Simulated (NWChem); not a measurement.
The numbers come from NWChem runs, not from measurements. System: C$_{4}$H$_{9}$NO, charge 0, spin multiplicity 1, displaced from the optimised geometry. Level: B3LYP/def2-SVP, VWN1-RPA local correlation.

The NWChem input:

```
start mol
memory heap 200 mb stack 900 mb global 1100 mb
geometry units angstroms nocenter noautoz
  C     -0.738231     0.188228     1.227543
  C      0.776007    -0.187281     1.194716
  O      1.419191     0.321745     0.000000
  C      0.776007    -0.187281    -1.194716
  C     -0.738231     0.188228    -1.227543
  N     -1.387081    -0.348533     0.000000
  H     -0.818610     1.327706     1.321673
  H     -1.222359    -0.266175     2.145565
  H      0.875149    -1.323388     1.243985
  H      1.323552     0.261331     2.077017
  H      0.875149    -1.323388    -1.243985
  H      1.323552     0.261331    -2.077017
  H     -1.222359    -0.266175    -2.145565
  H     -0.818610     1.327706    -1.321673
  H     -2.412734    -0.144540     0.000000
  symmetry group Cs
end
basis spherical
  * library def2-svp
end
dft
  xc b3lyp
  semidirect memsize 60000000 filesize 0
  iterations 100
  tolerances tight
end
task dft gradient
```

Output (cleaned and shortened):

```
             Northwest Computational Chemistry Package (NWChem) 7.3.0
             --------------------------------------------------------

                                NWChem Input Module
                                -------------------

 Scaling coordinates for geometry "geometry" by  1.889725989
 (inverse scale =  0.529177249)

 Turning off AUTOSYM since
 SYMMETRY directive was detected!

                             Geometry "geometry" -> ""
                             -------------------------

 Output coordinates in angstroms (scale by  1.889725989 to convert to a.u.)

  No.       Tag          Charge          X              Y              Z
 ---- ---------------- ---------- -------------- -------------- --------------
    1 C                    6.0000    -0.73823100     0.18822800     1.22754300
    2 C                    6.0000     0.77600700    -0.18728100     1.19471600
    3 O                    8.0000     1.41919100     0.32174500     0.00000000
    4 C                    6.0000     0.77600700    -0.18728100    -1.19471600
    5 C                    6.0000    -0.73823100     0.18822800    -1.22754300
    6 N                    7.0000    -1.38708100    -0.34853300     0.00000000
    7 H                    1.0000    -0.81861000     1.32770600     1.32167300
    8 H                    1.0000    -1.22235900    -0.26617500     2.14556500
    9 H                    1.0000     0.87514900    -1.32338800     1.24398500
   10 H                    1.0000     1.32355200     0.26133100     2.07701700
   11 H                    1.0000     0.87514900    -1.32338800    -1.24398500
   12 H                    1.0000     1.32355200     0.26133100    -2.07701700
   13 H                    1.0000    -1.22235900    -0.26617500    -2.14556500
   14 H                    1.0000    -0.81861000     1.32770600    -1.32167300
   15 H                    1.0000    -2.41273400    -0.14454000     0.00000000

 Effective nuclear repulsion energy (a.u.)     257.1796033430

            Nuclear Dipole moment (a.u.)
            ----------------------------
        X                 Y               Z
 ---------------- ---------------- ----------------
     0.0000056692     0.0000018897     0.0000000000

      Symmetry information
      --------------------

 Group name             Cs
 Group number              2
 Group order               2
 No. of unique centers     9

      Symmetry unique atoms

     1    2    3    6    7    8    9   10   15


 Summary of "ao basis" -> "" (spherical)
 ------------------------------------------------------------------------------
       Tag                 Description            Shells   Functions and Types
 ---------------- ------------------------------  ------  ---------------------
 *                          def2-svp                  on all atoms

                                 NWChem DFT Module
                                 -----------------

 Summary of "ao basis" -> "ao basis" (spherical)
 ------------------------------------------------------------------------------
       Tag                 Description            Shells   Functions and Types
 ---------------- ------------------------------  ------  ---------------------
 C                          def2-svp                 6       14   3s2p1d
 O                          def2-svp                 6       14   3s2p1d
 N                          def2-svp                 6       14   3s2p1d
 H                          def2-svp                 3        5   2s1p

[...]
    91     -0.916542   8 H  s               116      0.916542  13 H  s
    17      0.851394   2 C  s                45     -0.851394   4 C  s
   101     -0.798302  10 H  s               111      0.798302  12 H  s
    86     -0.627300   7 H  s               121      0.627300  14 H  s

 center of mass
 --------------
 x =   0.04491373 y =   0.00307647 z =   0.00000000

 moments of inertia (a.u.)
 ------------------
         383.779275300034         -15.806422451845          -0.000000000000
         -15.806422451845         703.427639388082          -0.000000000000
          -0.000000000000          -0.000000000000         408.450125485549

     Multipole analysis of the density
     ---------------------------------

     L   x y z        total         alpha         beta         nuclear
     -   - - -        -----         -----         ----         -------
     0   0 0 0     -0.000000    -24.000000    -24.000000     48.000000

     1   1 0 0     -0.635007     -0.317507     -0.317507      0.000006
     1   0 1 0      0.027542      0.013770      0.013770      0.000002
     1   0 0 1      0.000000     -0.000000     -0.000000      0.000000

     2   2 0 0    -28.455609   -118.738657   -118.738657    209.021706
     2   1 1 0     -1.675708     -2.314060     -2.314060      2.952412
     2   1 0 1     -0.000000     -0.000000     -0.000000      0.000000
     2   0 2 0    -29.636663    -32.409446    -32.409446     35.182229
     2   0 1 1      0.000000      0.000000      0.000000     -0.000000
     2   0 0 2    -25.055278   -119.006120   -119.006120    212.956962

            General Information
            -------------------
          SCF calculation type: DFT
          Wavefunction type:  closed shell.
          No. of atoms     :    15
          No. of electrons :    48
           Alpha electrons :    24
            Beta electrons :    24
          Charge           :     0
          Spin multiplicity:     1
          Use of symmetry is: on ; symmetry adaption is: on
          Maximum number of iterations: 100
          AO basis - number of functions:   129
                     number of shells:    63
          Convergence on energy requested:  1.00D-06
          Convergence on density requested:  1.00D-05
          Convergence on gradient requested:  5.00D-04

              XC Information
              --------------
                         B3LYP Method XC Potential
                     Hartree-Fock (Exact) Exchange  0.200
                        Slater Exchange Functional  0.800 local
                    Becke 1988 Exchange Functional  0.720 non-local
              Lee-Yang-Parr Correlation Functional  0.810
                  VWN I RPA Correlation Functional  0.190 local

             Grid Information
             ----------------
          Grid used for XC integration:  medium
          Radial quadrature: Mura-Knowles
          Angular quadrature: Lebedev.
          Tag              B.-S. Rad. Rad. Pts. Rad. Cut. Ang. Pts.
          ---              ---------- --------- --------- ---------
          C                   0.70       49          11.0       434
          O                   0.60       49          10.0       434
          N                   0.65       49          10.0       434
          H                   0.35       45          12.0       434
          Grid pruning is: on
          Number of quadrature shells:   421
          Spatial weights used:  Erf1

          Convergence Information
          -----------------------
          Convergence aids based upon iterative change in
          total energy or number of iterations.
          Levelshifting, if invoked, occurs when the
          HOMO/LUMO gap drops below (HL_TOL):  1.00D-02
          DIIS, if invoked, will attempt to extrapolate
          using up to (NFOCK): 10 stored Fock matrices.

                    Damping( 0%)  Levelshifting(0.5)       DIIS
                  --------------- ------------------- ---------------
          dE  on:    start            ASAP                start
          dE off:    2 iters        100 iters           100 iters

      Screening Tolerance Information
      -------------------------------
          Density screening/tol_rho:  1.00D-10
          AO Gaussian exp screening on grid/accAOfunc:  14
          CD Gaussian exp screening on grid/accCDfunc:  20
          XC Gaussian exp screening on grid/accXCfunc:  20
          Schwarz screening/accCoul:  1.00D-08

                            NWChem DFT Gradient Module
                            --------------------------

  charge          =   0.00
  wavefunction    = closed shell

  Using symmetry

                         DFT ENERGY GRADIENTS

    atom               coordinates                        gradient
                 x          y          z           x          y          z
   1 C      -1.395054   0.355699   2.319720   -0.000802  -0.002237   0.000381
   2 C       1.466441  -0.353910   2.257686   -0.001536   0.001472   0.001551
   3 O       2.681882   0.608010   0.000000    0.020113   0.014783   0.000000
   4 C       1.466441  -0.353910  -2.257686   -0.001536   0.001472  -0.001551
   5 C      -1.395054   0.355699  -2.319720   -0.000802  -0.002237  -0.000381
   6 N      -2.621203  -0.658632   0.000000    0.002703  -0.014912   0.000000
   7 H      -1.546949   2.509001   2.497600   -0.000883   0.018287   0.002119
   8 H      -2.309924  -0.502998   4.054530   -0.007547  -0.006629   0.015130
   9 H       1.653792  -2.500841   2.350791    0.001224  -0.018820   0.001503
  10 H       2.501151   0.493844   3.924993    0.008814   0.006678   0.015042
  11 H       1.653792  -2.500841  -2.350791    0.001224  -0.018820  -0.001503
  12 H       2.501151   0.493844  -3.924993    0.008814   0.006678  -0.015042
  13 H      -2.309924  -0.502998  -4.054530   -0.007547  -0.006629  -0.015130
  14 H      -1.546949   2.509001  -2.497600   -0.000883   0.018287  -0.002119
  15 H      -4.559406  -0.273141   0.000000   -0.021353   0.002627   0.000000

                 ----------------------------------------
                 |  Time  |  1-e(secs)   |  2-e(secs)   |
                 ----------------------------------------
                 |  CPU   |       0.01   |       3.31   |
                 ----------------------------------------
                 |  WALL  |       0.01   |       3.31   |
                 ----------------------------------------

 Task  times  cpu:        9.3s     wall:        9.3s

 Total times  cpu:        9.3s     wall:        9.3s
```
